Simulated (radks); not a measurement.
Question: Rh+, 44 electrons, occupied as [Ar] 3d10 4p6 4d8 4f2 (not the ground configuration). All-electron calculation, non-relativistic Kohn-Sham, OLYP, spin-polarised, spherical densities, point nucleus; open shells are filled with parallel spins first (spin-orbit coupling, left out, can overturn this in heavy ions); relativity is left out, which matters for an element this heavy. Program: a radial shooting solver on a logarithmic mesh with Libxc functionals. Some entries of the table are withheld. Estimate them.

orbital,occ.,eigenvalue (hartree),<r> (bohr),<r^2> (bohr^2)
1s up,1,-823.4126,0.03385,0.001533
1s down,1,-823.4124,0.03385,0.001533
2s up,1,-118.2705,0.1473,0.02548
2s down,1,-118.2545,0.1472,0.02548
2p up,3,-109.7571,0.1259,0.01931
2p down,3,-109.7454,0.1259,0.01931
3s up,1,-22.07175,0.4026,0.1852
3s down,1,-22.06397,0.4024,0.1851
3p up,3,-18.69927,0.3953,(1)
3p down,3,-18.68994,0.3952,(2)
3d up,5,-12.48922,0.3690,0.1624
3d down,5,-12.47445,0.3688,0.1622
4p up,3,(3),1.062,1.286
4p down,3,(4),1.062,1.287
4d up,5,-1.22275,(5),2.011
4d down,3,-1.15850,(6),2.072
4f up,2,-0.11589,6.239,44.42

Answer: 
(1) 3p up <r^2> (bohr^2): 0.1813
(2) 3p down <r^2> (bohr^2): 0.1812
(3) 4p up eigenvalue (hartree): -2.90150
(4) 4p down eigenvalue (hartree): -2.83325
(5) 4d up <r> (bohr): 1.309
(6) 4d down <r> (bohr): 1.325
